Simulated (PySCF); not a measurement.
**A ladder of Hamiltonians for Sn(32+) (tin, charge +32)**

Occupied: 1s1/2, 2s1/2, 2p1/2, 2p3/2, 3s1/2, 3p1/2, 3p3/2. Hartree-Fock calculated with PySCF 2.14 in an uncontracted even-tempered set (17 s from 2.4 bohr⁻², ratio 2.7; 13 p from 2.9 bohr⁻², ratio 2.7), Gaussian nucleus throughout. NR is non-relativistic, sf-X2C the spin-free one-electron X2C Hamiltonian, X2C adds the bare one-electron spin-orbit term, X2C-SNSO screens it by Boettger's factors, DC is four-component Dirac-Coulomb, and the Gaunt and Breit terms are added at first order (total energies over the DC spinors, levels after relaxing the spinors in that mean field). QED terms are absent. Levels marked empty are virtual spinors of this ion; the basis has s and p functions only, so 3d, which can lie below the n = 4 levels, is absent.

| Hamiltonian | E (hartree) |
| --- | --- |
| NR | -5267.6777 |
| sf-X2C | -5417.0588 |
| X2C | -5418.6585 |
| X2C-SNSO | -5418.5292 |
| DC | -5420.0183 |
| DC+Gaunt | -5415.4439 |
| DC+Breit | -5415.8873 |

```csv
level (eV),NR,sf-X2C,X2C,X2C-SNSO,DC,DC+Gaunt,DC+Breit
1s1/2,-29973.3,-30996.1,-30993.6,-30993.8,-31018.9,-30949.7,-30954.7
2s1/2,-5864.3,-6129.9,-6129.1,-6129.2,-6132.1,-6125.3,-6125.8
2p1/2,-5591.6,-5668.8,-5838.9,-5831.6,-5832.5,-5821.3,-5822.5
2p3/2,-5591.6,-5668.8,-5591.6,-5594.7,-5597.0,-5589.0,-5590.1
3s1/2,-2177.2,-2250.7,-2250.5,-2250.6,-2251.2,-2249.7,-2249.9
3p1/2,-2066.2,-2093.4,-2133.1,-2131.4,-2131.5,-2129.0,-2129.3
3p3/2,-2066.2,-2093.4,-2075.3,-2076.0,-2076.5,-2074.7,-2075.0
4s1/2 (empty),-1059.6,-1086.2,-1086.2,-1086.2,-1086.4,-1085.8,-1085.9
4p1/2 (empty),-1020.7,-1031.9,-1045.4,-1044.8,-1044.9,-1044.0,-1044.1
4p3/2 (empty),-1020.7,-1031.9,-1025.8,-1026.0,-1026.2,-1025.5,-1025.7
```

Q: How large are the two-electron picture-change error of X2C and the Breit correction in the total energy?

A: X2C-1e lies 1.3598 hartree above Dirac-Coulomb; Gaunt adds 4.5744 and the full Breit term 4.1310 hartree.

```csv
interval (eV),X2C,X2C-SNSO,DC,DC+Gaunt,DC+Breit
2p3/2 − 2p1/2,247.3,236.9,235.5,232.3,232.3
3p3/2 − 3p1/2,57.77,55.37,55.09,54.34,54.34
4p3/2 − 4p1/2,19.61,18.80,18.72,18.46,18.46
```

Weight of the small component: 1s1/2 0.0337, 2s1/2 0.00732, 2p1/2 0.00727, 2p3/2 0.00696, 3s1/2 0.00257, 3p1/2 0.00250, 3p3/2 0.00243, 4s1/2 0.00113, 4p1/2 0.00112, 4p3/2 0.00108.

Koopmans' value for the highest occupied level at DC+Breit: 2075.0 eV, against an ionisation energy of 2074 ± 6 eV (semi-empirical (NIST evaluation); NIST Atomic Spectra Database, ionization energies); the former lacks relaxation, correlation, QED and recoil.

The whole ladder took 120 s of wall time on 1 thread of Intel(R) Xeon(R) Platinum 8259CL CPU @ 2.50GHz (shared host), launched as `OMP_NUM_THREADS=1 python relrun2.py TASK.json OUT` (a driver that calls PySCF for each Hamiltonian).
